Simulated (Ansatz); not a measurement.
Compare A (`C[SiH2]O[SiH2]F`) with its isomer B (`FC[SiH2]O[SiH3]`).

Program: Ansatz. Geometries: PBE0-D4/def2-TZVP. ΔE: electronic, gas phase. CCSD(T)/CBS adds triple-zeta CCSD(T) − MP2 to the extrapolated MP2 energy (def2 sets, frozen cores). Functionals use def2-TZVPP. B3LYP here is the variant with VWN-RPA as its local correlation; programs differ in this. One conformer a species, not always the lowest.

Question: Which isomer does CCSD(T)/CBS put lower? Give the gap. (An estimate is asked.)

Answer: The calculation gave: A, by 277.3 kJ/mol.

Question: Give E(B) − E(A) in kJ/mol with PBE0-D4, PBE-D4, B3LYP, CCSD(T)/def2-TZVPP, ωB97M-V, MP2/def2-TZVPP, r2SCAN-D4. (An estimate is asked.)

Answer: Ansatz gave: PBE0-D4 264.6, PBE-D4 256.5, B3LYP 265.0, CCSD(T)/def2-TZVPP 273.0, ωB97M-V 269.6, MP2/def2-TZVPP 285.3, r2SCAN-D4 272.2. None reverses the order clearly.

Largest T1 diagnostic: 0.011.

From PBE to PBE0 (25 % exact exchange), in def2-TZVPP and without D4, E(B) − E(A) moves by +8.0 kJ/mol.
